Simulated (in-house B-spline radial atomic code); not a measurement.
Configurations of the osmium ion Os²⁺, with energies counted from [Xe] 4f14 5d6. Method: Dirac-Hartree-Fock, average of configuration, Fermi nucleus of rms radius 5.4126 fm. Calculated with an all-electron radial atomic-structure program (B-spline basis). Energies include first-order Breit, QED and recoil terms.

Occupations are held fixed; configurations that lie above the ionisation limit could autoionise.

| configuration | E - E(ref) (eV) | highest orbital | its <r> (bohr) |
| --- | --- | --- | --- |
| [Xe] 4f14 5d5 8f1 | 24.635 | 8f5/2 | 21.72 |
| [Xe] 4f14 5d5 9f1 | 25.242 | 9f5/2 | 29.11 |
| [Kr] 4d10 4f14 5s2 5p5 5d7 | 49.697 | 5d5/2 | 1.679 |
| [Xe] 4f13 5d6 7p1 | 69.415 | 7p3/2 | 6.698 |
| [Kr] 4d10 4f14 5s2 5p5 5d6 8s1 | 71.091 | 8s1/2 | 9.433 |
| [Xe] 4f13 5d6 8s1 | 71.872 | 8s1/2 | 9.402 |
| [Kr] 4d10 4f14 5s2 5p5 5d6 7f1 | 74.12 | 7f5/2 | 15.25 |

Q: Order these further configurations by energy, lowest first.
A. [Kr] 4d10 4f14 5s2 5p5 5d6 6g1
B. [Xe] 4f13 5d6 8p1
C. [Xe] 4f13 5d6 7g1
D. [Kr] 4d10 4f14 5s2 5p5 5d6 9g1
E. [Kr] 4d10 4f14 5s2 5p5 5d6 5f1

A: E (69.739 eV), B (72.908 eV), A (74.237 eV), C (75.943 eV), D (76.129 eV).

Q: How far above the reference does [Xe] 4f14 5d5 6f1 lie?

A: 22.147 eV; its least bound orbital is 6f5/2 with <r> = 9.974 bohr.

Q: How far above the reference does [Kr] 4d10 4f14 5s2 5p5 5d6 8f1 lie?

A: 75.062 eV; its least bound orbital is 8f5/2 with <r> = 21.62 bohr.

Q: How far above the reference does [Kr] 4d10 4f14 5s2 5p5 5d6 6f1 lie?

A: 72.562 eV; its least bound orbital is 6f5/2 with <r> = 9.899 bohr.
